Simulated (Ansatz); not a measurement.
Reaction: CH2ClF (chloro(fluoro)methane, SMILES FCCl) → CHClF (SMILES F[CH]Cl, doublet) + H (doublet) (the C-H bond breaks)
Each species at its own B3LYP-D3(BJ)/def2-TZVP minimum (Ansatz, an electronic-structure program).

Total energies in hartree (Ansatz). Open shells are spin-unrestricted; no spin-orbit coupling. Cores are frozen in correlated methods. No relativity. For partners of very few electrons the exact lower level stands in for a higher one.

```csv
species,HF/cc-pV(T+d)Z,CCSD(T)/cc-pV(T+d)Z,HF/cc-pV(Q+d)Z,CCSD(T)/cc-pV(Q+d)Z,CCSD(T)/cc-pV(D+d)Z,CCSDT(Q)/cc-pV(D+d)Z
"1: CH2ClF (chloro(fluoro)methane, SMILES FCCl)",-598.03366,-598.69579,-598.04853,-598.76413,-598.47396,-598.47559
"2: CHClF (SMILES F[CH]Cl, doublet)",-597.40254,-598.02874,-597.41747,-598.09544,-597.81417,-597.81598
3: H (doublet),-0.49981,-0.49981,-0.49995,-0.49995,-0.49928,-0.49928
```

Q: Work out the bond dissociation energy (electronic) in kJ/mol: take Hartree-Fock from cc-pV(Q+d)Z, extrapolate the CCSD(T) correlation energy as X^-3 (X = 3, 4), and add CCSDT(Q) - CCSD(T) in cc-pV(D+d)Z. 1 hartree = 2625.5 kJ/mol.

A: 
Species 1: correlation (64·(-0.71560) - 27·(-0.66213))/37 = -0.75462; step -0.00163; E1 = -598.04853 + (-0.75462) + (-0.00163) = -598.80478
Species 2: correlation (64·(-0.67797) - 27·(-0.62620))/37 = -0.71575; step -0.00181; E2 = -597.41747 + (-0.71575) + (-0.00181) = -598.13503
Species 3: correlation (64·(0.00000) - 27·(0.00000))/37 = 0.00000; step +0.00000; E3 = -0.49995 + (0.00000) + (+0.00000) = -0.49995
-1·E1 +1·E2 +1·E3 = 0.16980 hartree = 445.8 kJ/mol.
